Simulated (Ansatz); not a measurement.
System: CeF$_{3}$ (charge 0, doublet). The spin state was set by rule; other spins were not relaxed. 
Geometry from a B3LYP-D3(BJ)/def2-TZVP (Ansatz, a first-principles code) optimisation:
```xyz
4

Ce    -0.0507     0.0705     0.1712
F     -1.5505    -1.2726    -0.3970
F      0.0820     1.6972    -1.1375
F      1.7951    -0.8792     0.4312
```
Charge 0, spin multiplicity 2.

Total electronic energies in hartree. Cores are frozen in the correlated levels unless marked. Open shells are spin-unrestricted. Spin-orbit coupling is left out. Frozen are the shells of the preceding noble gas and the d and f shells that filled before the atom's block. In def2 rows, elements after Kr have scalar-relativistic effective core potentials. 

| level | program | energy (Eh) |
|---|---|---|
| SVWN5/def2-TZVP | Ansatz | -772.51821 |
| BLYP-D3(BJ)/def2-TZVP | Ansatz + dftd3 | -774.92314 |
| BLYP/def2-TZVP | Ansatz | -774.91942 |
| r2SCAN/def2-TZVP | Ansatz | -774.97241 |
| B3LYP-D3(BJ)/def2-TZVP | Ansatz + dftd3 | -775.06997 |
| B3LYP-D4/def2-TZVP | Ansatz + dftd4 | -775.06992 |
| PBE0-D3(BJ)/def2-TZVP | Ansatz + dftd3 | -774.65598 |
| PBE0-D4/def2-TZVP | Ansatz + dftd4 | -774.65615 |
| BHLYP-D4/def2-TZVP | Ansatz + dftd4 | ___ |
| r2SCANh-D4/def2-TZVP | Ansatz + dftd4 | -774.92657 |
| HSE06-D3(BJ)/def2-TZVP | Ansatz + dftd3 | -774.64431 |
| HSE06-D4/def2-TZVP | Ansatz + dftd4 | -774.64455 |
| CAM-B3LYP-D4/def2-TZVP | Ansatz + dftd4 | -774.90140 |
| CAM-B3LYP/def2-TZVP | Ansatz | -774.89968 |
| LC-wPBE-D4/def2-TZVP | Ansatz + dftd4 | -774.83135 |
| wB97M-V/def2-TZVP | Ansatz | -774.87447 |
| wB97X-V/def2-TZVP | Ansatz | ___ |
| B2GP-PLYP-D4/def2-TZVP | Ansatz + dftd4 | -774.20905 |
| PBE-QIDH/def2-TZVP | Ansatz | ___ |
| RPA@PBE/def2-TZVPP | Ansatz | -773.49005 |
| SCS-MP2/def2-SVP | Ansatz | -772.52719 |
| CCSD/def2-SVP | Ansatz | -772.55506 |

Problem. Some entries are withheld; supply them.

Solution. 
- BHLYP-D4/def2-TZVP, energy (Eh): -774.73549
- wB97X-V/def2-TZVP, energy (Eh): -774.82442
- PBE-QIDH/def2-TZVP, energy (Eh): -774.17320
